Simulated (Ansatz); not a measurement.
A run on C₄H₇F₃, SMILES `CC(C)(F)C(F)F` with other settings.

```yaml
crystal:
  periodic: [false, false, false]
  atoms:
    - {symbol: C, position_ang: [-0.307165, 0.606810, 1.350126]}
    - {symbol: C, position_ang: [-0.281382, -0.254161, 0.067084]}
    - {symbol: C, position_ang: [0.819541, -1.210035, -0.123980]}
    - {symbol: F, position_ang: [-1.464009, -0.972121, 0.021241]}
    - {symbol: C, position_ang: [-0.346056, 0.603026, -1.217644]}
    - {symbol: F, position_ang: [-1.363956, 1.576579, -1.057358]}
    - {symbol: F, position_ang: [0.745660, 1.407316, -1.351822]}
    - {symbol: H, position_ang: [-0.216992, -0.025054, 2.175834]}
    - {symbol: H, position_ang: [-1.143721, 1.206882, 1.367983]}
    - {symbol: H, position_ang: [0.669294, 1.228939, 1.313260]}
    - {symbol: H, position_ang: [0.768385, -1.715943, -1.031630]}
    - {symbol: H, position_ang: [0.800118, -1.913959, 0.770752]}
    - {symbol: H, position_ang: [1.770257, -0.651837, -0.156499]}
    - {symbol: H, position_ang: [-0.577006, 0.079679, -2.092753]}
basis:
  gaussian: {orbitals: "6-31G*"}
hamiltonian: {xc: {name: HSE06}}
correlation: {method: rpa}
accuracy: high
```

```sh
$ ansatz run in.yaml --threads 4 --pin off --events-out ev --progress --plain --max-ram 11315MiB
```

Shortened log:

```
Functional definition: HSE06
2847 factors; integrals over basis functions are off by at most 3.2e-9 eV
105 factors; integrals over basis functions are off by at most 1.2e-9 eV
mean field evaluation 1: about -12393.2035 eV, gradient 5.2e1 eV
mean field evaluation 2: about -12393.4526 eV, gradient 5.2e1 eV
mean field evaluation 4: about -12398.8259 eV, gradient 6.3e0 eV
mean field evaluation 8: about -12398.9027 eV, gradient 4.6e-1 eV
mean field evaluation 16: about -12398.9031 eV, gradient 8.9e-5 eV
mean field -12398.90310177 eV, -455.6512847118 hartree, gradient 2.7e-8 eV, S^2 0.000000; 0 other end points of the search recorded, 0 dependent functions left out
7 core orbitals not correlated: weight in the atoms' cores, before any rotation towards them, 1.000 or more for the frozen orbitals, at most 0.000 for the correlated occupied ones
reference -12348.81907232 eV, -453.8107305777 hartree; 22, 22 occupied and 90, 90 virtual orbitals, 2847 factors
Total energy: -12388.76658726 eV, -455.2787746741 hartree
```

Run time 11 s (4 threads of an Arm Neoverse V1 on a shared host); peak host memory 0.61 GiB.
